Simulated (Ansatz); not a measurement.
Born–Oppenheimer molecular dynamics of ClGeH₃O₂ (7 atoms, charge 0, multiplicity 1). It starts at the highest image of a converged band. Of that band: Neighbouring images differ by up to 1.7 eV, so the band resolves the path poorly. A vibrational analysis at the climbing image gives one clearly imaginary mode, 1166i cm⁻¹: a first-order saddle point.

Theory: RKS PBE/def2-SVP (Ansatz 0.2.0).

| Item | Value |
| --- | --- |
| ensemble | NVE (velocity Verlet) |
| time step | 0.5 fs |
| steps asked | 200 |
| starting velocities drawn for | 100 K |
| seed | 8915 |

Frames 0.5 fs apart, positions in Å, forces in eV/Å.

Velocities at 90 fs (Å/ps):

```
Ge 0.30 -0.36 1.30
O 3.17 0.67 0.69
H -21.11 9.94 -42.92
H -73.59 -3.87 30.62
Cl -0.02 1.23 -1.04
O 0.38 -2.31 -2.54
H 17.30 2.34 -15.39
```

```xyz
7
Properties=species:S:1:pos:R:3:forces:R:3 time_fs=90 energy_less_start_eV=-0.452 T=799
Ge 0.215 0.007 -0.147 -2.98 -0.69 -4.45
O 0.770 0.126 1.415 1.03 0.65 3.24
H -0.113 0.274 1.837 0.51 0.08 0.64
H 0.367 0.024 -1.643 1.86 0.37 -0.67
Cl -1.329 1.584 -0.590 -0.05 0.04 0.75
O -0.554 -1.613 -0.215 -0.35 -0.10 0.34
H -0.958 -1.603 -1.108 -0.02 -0.35 0.15
7
Properties=species:S:1:pos:R:3:forces:R:3 time_fs=90.5 energy_less_start_eV=-0.353 T=646
Ge 0.215 0.007 -0.146 -2.97 -0.74 -4.20
O 0.771 0.127 1.416 0.90 0.67 3.22
H -0.122 0.280 1.816 0.58 0.08 0.72
H 0.333 0.023 -1.629 1.94 0.38 -1.05
Cl -1.329 1.584 -0.590 -0.08 0.08 0.78
O -0.554 -1.614 -0.217 -0.39 -0.11 0.27
H -0.950 -1.603 -1.115 0.02 -0.35 0.25
7
Properties=species:S:1:pos:R:3:forces:R:3 time_fs=91 energy_less_start_eV=-0.262 T=505
Ge 0.215 0.007 -0.146 -2.93 -0.78 -3.96
O 0.773 0.127 1.417 0.77 0.68 3.16
H -0.131 0.285 1.797 0.64 0.08 0.80
H 0.302 0.022 -1.617 1.99 0.39 -1.37
Cl -1.329 1.585 -0.591 -0.11 0.11 0.81
O -0.553 -1.616 -0.218 -0.42 -0.12 0.22
H -0.941 -1.603 -1.122 0.05 -0.36 0.33
7
Properties=species:S:1:pos:R:3:forces:R:3 time_fs=91.5 energy_less_start_eV=-0.184 T=385
Ge 0.215 0.007 -0.146 -2.87 -0.82 -3.76
O 0.775 0.128 1.418 0.65 0.69 3.08
H -0.138 0.290 1.780 0.70 0.09 0.88
H 0.277 0.022 -1.608 2.02 0.40 -1.62
Cl -1.329 1.586 -0.591 -0.13 0.13 0.83
O -0.553 -1.617 -0.219 -0.43 -0.13 0.20
H -0.932 -1.604 -1.129 0.06 -0.36 0.38
7
Properties=species:S:1:pos:R:3:forces:R:3 time_fs=92 energy_less_start_eV=-0.125 T=294
Ge 0.215 0.006 -0.145 -2.79 -0.86 -3.61
O 0.777 0.128 1.420 0.53 0.70 2.97
H -0.143 0.296 1.765 0.74 0.09 0.96
H 0.257 0.024 -1.603 2.03 0.40 -1.77
Cl -1.329 1.586 -0.592 -0.15 0.15 0.85
O -0.553 -1.618 -0.220 -0.42 -0.13 0.20
H -0.923 -1.606 -1.134 0.06 -0.36 0.40
7
Properties=species:S:1:pos:R:3:forces:R:3 time_fs=92.5 energy_less_start_eV=-0.087 T=237
Ge 0.215 0.006 -0.145 -2.71 -0.89 -3.53
O 0.779 0.129 1.423 0.44 0.70 2.82
H -0.147 0.302 1.752 0.75 0.10 1.04
H 0.242 0.026 -1.603 2.03 0.40 -1.82
Cl -1.329 1.587 -0.592 -0.17 0.17 0.87
O -0.554 -1.619 -0.221 -0.39 -0.12 0.24
H -0.914 -1.608 -1.138 0.05 -0.36 0.38
7
Properties=species:S:1:pos:R:3:forces:R:3 time_fs=93 energy_less_start_eV=-0.074 T=215
Ge 0.214 0.006 -0.145 -2.63 -0.91 -3.52
O 0.781 0.130 1.426 0.36 0.69 2.66
H -0.149 0.308 1.742 0.75 0.11 1.10
H 0.231 0.029 -1.606 2.02 0.39 -1.76
Cl -1.329 1.588 -0.592 -0.18 0.18 0.89
O -0.554 -1.621 -0.222 -0.35 -0.11 0.30
H -0.905 -1.612 -1.141 0.02 -0.35 0.33
7
Properties=species:S:1:pos:R:3:forces:R:3 time_fs=93.5 energy_less_start_eV=-0.082 T=228
Ge 0.214 0.005 -0.146 -2.56 -0.92 -3.57
O 0.784 0.131 1.429 0.31 0.68 2.47
H -0.149 0.314 1.735 0.72 0.13 1.17
H 0.225 0.033 -1.614 2.01 0.38 -1.60
Cl -1.329 1.588 -0.592 -0.18 0.18 0.90
O -0.554 -1.622 -0.223 -0.29 -0.09 0.39
H -0.896 -1.616 -1.144 -0.01 -0.35 0.25
7
Properties=species:S:1:pos:R:3:forces:R:3 time_fs=94 energy_less_start_eV=-0.109 T=270
Ge 0.213 0.005 -0.146 -2.48 -0.93 -3.67
O 0.786 0.132 1.433 0.28 0.66 2.27
H -0.147 0.321 1.730 0.67 0.14 1.22
H 0.224 0.038 -1.626 1.98 0.36 -1.36
Cl -1.329 1.589 -0.592 -0.17 0.17 0.91
O -0.554 -1.623 -0.224 -0.23 -0.06 0.49
H -0.886 -1.621 -1.146 -0.05 -0.34 0.14
7
Properties=species:S:1:pos:R:3:forces:R:3 time_fs=94.5 energy_less_start_eV=-0.153 T=337
Ge 0.213 0.005 -0.146 -2.41 -0.92 -3.78
O 0.788 0.133 1.437 0.27 0.63 2.05
H -0.144 0.328 1.728 0.60 0.16 1.26
H 0.228 0.044 -1.641 1.95 0.34 -1.07
Cl -1.330 1.590 -0.592 -0.16 0.15 0.92
O -0.554 -1.624 -0.225 -0.16 -0.02 0.59
H -0.877 -1.627 -1.147 -0.09 -0.34 0.03
7
Properties=species:S:1:pos:R:3:forces:R:3 time_fs=95 energy_less_start_eV=-0.207 T=421
Ge 0.212 0.004 -0.147 -2.34 -0.90 -3.90
O 0.790 0.135 1.441 0.27 0.59 1.82
H -0.139 0.335 1.730 0.52 0.18 1.28
H 0.236 0.051 -1.659 1.91 0.31 -0.74
Cl -1.330 1.590 -0.592 -0.14 0.13 0.92
O -0.555 -1.626 -0.226 -0.09 0.01 0.68
H -0.869 -1.634 -1.149 -0.12 -0.33 -0.07
7
Properties=species:S:1:pos:R:3:forces:R:3 time_fs=95.5 energy_less_start_eV=-0.270 T=518
Ge 0.211 0.004 -0.148 -2.27 -0.87 -4.00
O 0.793 0.136 1.446 0.28 0.56 1.59
H -0.133 0.343 1.734 0.44 0.20 1.29
H 0.249 0.059 -1.678 1.86 0.27 -0.39
Cl -1.330 1.591 -0.592 -0.12 0.11 0.92
O -0.555 -1.627 -0.227 -0.03 0.06 0.75
H -0.860 -1.642 -1.151 -0.15 -0.32 -0.16
```

Of the whole run (100 fs, mean temperature of the second half 1414 K): The conserved energy stayed within 0.2 meV per atom of its start (net change -0.072 meV per atom), so the integration is sound. The kinetic energy rose, since the run started high on the potential surface and went downhill. A run of 0.1 ps of so small a system gives no equilibrium averages. The orbitals stay closed-shell, which can raise the energy where a bond breaks towards radicals; this wasn't checked here.

Time of the run: 4.2 min on 2 threads of Arm Neoverse V2, on a shared host, peak memory 0.15 GiB.
